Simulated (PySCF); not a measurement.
Ligand exchange on a metal centre used in film growth or etching (Zr NH2-H). Gas-phase values, no solvent. One relaxed conformer stands for each flexible species; it need not be the lowest.

The LUMO from two functionals at the same geometries (BP86-D3(BJ)/def2-SVP), both in PySCF: PBE-D3(BJ)/def2-TZVP and B3LYP-D3(BJ)/def2-TZVP. B3LYP has the VWN-RPA correlation part, as in Gaussian. 

| species | PBE-D3(BJ)/def2-TZVP (eV) |
|---|---|
| 0 of 4 NH2 replaced by H ([Zr(NH2)4]) | -0.85 |
| 1 of 4 NH2 replaced by H | -0.92 |
| 3 of 4 NH2 replaced by H | -2.95 |
| 4 of 4 NH2 replaced by H ([Zr(H)4]) | -3.52 |

**Question.** What does B3LYP-D3(BJ)/def2-TZVP give for each?

**Answer.** 
- 0 of 4 NH2 replaced by H ([Zr(NH2)4]): -0.33
- 1 of 4 NH2 replaced by H: -0.38
- 3 of 4 NH2 replaced by H: -2.21
- 4 of 4 NH2 replaced by H ([Zr(H)4]): -2.76
Over these rows, drawn at random from the members with no instability flagged (it was tested for open shells, ions and some series alone), PBE minus B3LYP-D3(BJ): mean -0.64 eV, from -0.76 eV to -0.52 eV.
